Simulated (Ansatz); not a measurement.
A structure relaxed at PBE0-D4/def2-TZVP, charge 0, multiplicity 1:

| atom | x (Å) | y (Å) | z (Å) |
| --- | --- | --- | --- |
| C1 | -1.683 | 0.197 | -0.582 |
| Ga2 | 0.101 | 0.945 | -0.203 |
| C3 | 1.523 | -0.267 | 0.488 |
| O4 | 1.213 | -1.655 | 0.452 |
| H5 | -1.643 | -0.876 | -0.781 |
| H6 | -2.339 | 0.355 | 0.281 |
| H7 | -2.150 | 0.694 | -1.434 |
| H8 | 0.399 | 2.481 | -0.398 |
| H9 | 1.830 | 0.046 | 1.498 |
| H10 | 2.415 | -0.135 | -0.134 |
| H11 | 0.334 | -1.785 | 0.812 |

**Question.** Give its formula and SMILES.

**Answer.** C2H7GaO, `[CH3][GaH][CH2]O`.

**Question.** Summarise the bond lengths by kind.

**Answer.** 2 × C–Ga 1.971 to 1.992 Å; 5 × C–H 1.092 to 1.102 Å; 1 × Ga–H 1.577 Å; 1 × C–O 1.423 Å; 1 × H–O 0.959 Å.

Results of the Gaussian-basis code of Ansatz.
